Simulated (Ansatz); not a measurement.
Two structures of BN$_{2}$H$_{4}$F, closed shell, reached by relaxing down either side of one saddle point (PBE0-D4/def2-TZVP). Energies are electronic, without zero-point energy. Computed with Ansatz 0.2.0 (basis: def2-TZVPP and def2-QZVPP); correlated methods freeze the cores. Extrapolation: Hartree–Fock as exp(−7.88 √X), correlation as X^−2.97. First:

```xyz
8
angstrom
B -0.2650 0.3018 -0.1803
N 1.1169 0.5770 -0.1558
N -0.8606 -0.8689 0.3302
H -0.3538 -1.6186 0.7608
F -1.0774 1.2270 -0.7332
H 1.4842 1.4298 -0.5355
H 1.8083 -0.0378 0.2292
H -1.8527 -1.0102 0.2846
```

Second:

```
8
angstrom
B -0.5936 0.0787 -0.2786
N 0.9640 0.2027 0.1384
N -1.2129 -0.8678 0.4082
H 1.0568 -0.5158 0.8533
F -0.8279 1.0082 -1.2423
H 1.2053 1.1106 0.5265
H 1.6021 0.0117 -0.6294
H -2.1938 -1.0283 0.2239
```

**Question.** Which bonds change from the first to the second?

**Answer.** BN₂H₄F ([NH2][B]([NH2])[F]) → BNHF ([NH][B][F]) + NH₃ (still joined by a long B–N bond); bonds formed: N2–H4; bonds broken: N3–H4; bonds weakened to dative contacts: B1–N2.

**Question.** Give the saddle point's structure and its height above each. (An estimate is asked for; the value comes from the calculation.)

**Answer.** The calculation gives: 2.711 eV above the first and 0.607 eV above the second (CCSD(T) at an estimated basis limit (MP2 extrapolated from triple and quadruple zeta, plus CCSD(T) − MP2 in triple zeta)).
```xyz
8
angstrom
B -0.5081 0.2232 -0.3877
N 0.9811 0.2484 0.1014
N -0.9853 -0.7724 0.3957
H 0.3722 -0.6255 0.7236
F -0.9402 1.0606 -1.3335
H 1.2963 1.0652 0.6103
H 1.6975 -0.0416 -0.5529
H -1.9135 -1.1579 0.4432
```

No T1 diagnostic of these runs exceeds 0.014.

Labels in which every atom is bracketed show which atoms are joined, not bond orders.

For scale, one of the runs: CCSD(T)/def2-TZVPP, 180 basis functions, launched by `ansatz run in.yaml --threads 2 --pin off --events-out ev --progress --plain --max-ram 4352MiB`. The run took 17 s on 2 CPU threads of an Intel Xeon 6975P-C (shared host), with 2 GiB of host memory at its peak.
